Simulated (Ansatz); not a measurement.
Two shapes of singlet SF₆.

Shape 1:

```xyz
7

S    -0.0036    0.0084    0.0040
F     1.5846    0.0059    0.0071
F    -1.5737   -0.0072   -0.0004
F     0.0091    1.5808   -0.0042
F     0.0012   -1.5876   -0.0071
F    -0.0038    0.0070    1.5746
F    -0.0032   -0.0093   -1.5787
```

Shape 2:

```xyz
7

S     0.0559    0.0463   -0.0247
F     1.5533   -0.0352   -0.0220
F    -1.5467   -0.0365    0.0405
F    -0.0420    1.5964    0.0355
F    -0.0464   -1.6149    0.0045
F     0.0243    0.0330    1.5588
F     0.0477    0.0092   -1.6494
```

Basis set: STO-3G (spherical functions). Correlated methods keep 11 orbitals frozen. Charge 0, multiplicity 1.

Computed with Ansatz (development build ahead of 0.2.0); each method stands on the lowest determinant of its kind that the runs found.

Which shape is lower in energy, and by how much in each method?

```tsv
method	E(2) − E(1) (eV)
RHF	0.448
RHF-MP2	0.353
```

Shape 1 is lower.
